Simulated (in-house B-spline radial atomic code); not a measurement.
**Ionising the ytterbium ion Yb²⁸⁺ with different functionals**

Computed with an all-electron radial atomic-structure program (B-spline basis): scalar-relativistic (spin-free X2C) Hamiltonian, Fermi nucleus of rms radius 5.3108 fm, spin-polarised at highest spin, spherical fractional occupations for the functionals, the average over the highest-spin determinants for Hartree-Fock. The ionisation energy is the difference of two self-consistent energies, [Kr] 4d6 → [Kr] 4d5, without Breit or QED terms; ε is the level of the shell that loses the electron (its least bound occupied spin orbital). There is no spin-orbit coupling in this Hamiltonian.

Hybrids are left out here: with spherical fractional occupations of an open shell their exact exchange keeps a self-interaction that integer-occupation calculations don't have.

```csv
method,rung,ΔSCF (eV),-ε(4d) (eV)
Hartree-Fock,Hartree-Fock,1064.17,1065.46
BLYP,GGA,?,?
BP86,GGA,1067.41,1044.53
PBE,GGA,1067.05,1044.22
RPBE,GGA,?,?
```

(1) What does RPBE give?

(2) What does BLYP give?

(3) How do they compare with the NIST value?

Answers

(1) ΔSCF 1067.01 eV, and -ε(4d) = 1044.19 eV.

(2) ΔSCF 1066.75 eV, and -ε(4d) = 1043.86 eV.

(3) NIST lists 1065 eV ± 4 (tabulated theory, ground level to ground level). Errors run from -0.83 to +2.41 eV; all lie within about twice that uncertainty, so the table can't rank the methods. Hartree-Fock also lacks correlation.
